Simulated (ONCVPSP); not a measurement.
Before and after: ONCV potential for Ca (Z = 20)

ONCVPSP 4.0.1 input, shortened (lines: element, Z, core and valence counts, functional; n l f; lmax; l rc ep ncon nbas qcut; lloc lpopt rc5 dvloc0; l nproj debl; icmod fcfact rcfact), PBE, scalar-relativistic:

```
  Ca 20.00    3    3        4      upf
    1    0    2.00
    2    0    2.00
    2    1    6.00
    3    0    2.00
    3    1    6.00
    4    0    2.00
    2
    0    2.25    0.00    4    8    7.10
    1    1.20    0.00    4    7    6.60
    2    2.25    0.42    4    7    3.80
    4    2    0.80    2.00
    0    2    0.40
    1    2    3.30
    2    2    2.30
    3    2.00    1.10
```

In the d channel the program set the typed energies aside and used -0.072, 2.228 Ha.

Change: all radii but the core radius scaled by about 0.86 (s 1.94, p 1.02, d 1.94 bohr); local potential polynomial inside 0.68 bohr (lpopt 2, dvloc0 2 Ha).

Cutoffs: the cutoffs (Ha) at which the residual kinetic energy of the hardest occupied pseudo-wave falls to 1 and 0.1 mHa per electron; they do not see the model core or the augmentation charge, which bear on the density cutoff. Errors are all-electron minus pseudo energies relative to the spin-unpolarised reference configuration.

**Question.** What does the change do?

**Answer.** The potential gets harder (19 Ha and 84 Ha → 27 Ha and 102 Ha); of the 4 tests that both files solve, the error grows in 0 and shrinks in 2 by more than 15 % and 0.3 meV (median size 1.0 → 0.7 meV); neither file shows a bound ghost. A smaller radius makes the pseudo-wave follow the all-electron one further in, where it bends more sharply, so more plane waves are needed.

| quantity | base | changed |
| --- | --- | --- |
| cutoff, loose | 19 Ha | 27 Ha |
| cutoff, tight | 84 Ha | 102 Ha |
| loose cutoff by channel | s 11 Ha, p 19 Ha | s 14 Ha, p 27 Ha |
| bound ghosts | none | none |
| GHOST(+) flags under 300 eV | none | none |
| error for 3s2 3p6 4s1, meV [ΔE 6.31 eV] | -0.5 | -0.4 |
| error for 3s2 3p6 4s0, meV [ΔE 18.13 eV] | -2.6 | -2.1 |
| error for 3s2 3p6 4s1.5, meV [ΔE 2.50 eV] | -0.1 | -0.1 |
| error for 3s2 3p6 4s0 4p1, meV [ΔE 9.36 eV] | -1.5 | -1.0 |
| rms error of d²Exc/dni dnj with the model core, mHa | 0.79 | 0.60 |
